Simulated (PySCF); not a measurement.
All values below come from ωB97X-D3(BJ)/def2-TZVP // PBE0-D3(BJ)/def2-TZVP (PySCF). Gas-phase values, no solvent. One relaxed conformer stands for a flexible species; it need not be the lowest. Delta-SCF ions had no search for a lower state. Excitations are Tamm–Dancoff values on a coarser integration grid. The basis has no diffuse functions, so Rydberg states are missing or too high.

Reference species (SMILES): `C=[SiH]B` (neutral, multiplicity 1).

```yaml
vertical ionisation energy (Delta-SCF): 8.71 eV
brightest of the four lowest singlets (TDA): 4.22 eV
S1 excitation (TDA): 4.22 eV
S1 oscillator strength: 0.338
```

After one change: the vertical ionisation energy (Delta-SCF) decreases by 0.62 eV; the brightest of the four lowest singlets (TDA) increases by 0.90 eV; the S1 excitation (TDA) goes up by 0.90 eV; the S1 oscillator strength rises by 0.079.

What was changed between the two runs? The new species is one of these.
(A) `C=[SiH]SC` (C–Si–S–C torsion 0°)
(B) `C=[SiH]N`
(C) `C=[SiH]CC` (C–Si–C–C torsion 1°)
(D) `C=[SiH]C#CC`

D, `C=[SiH]C#CC`
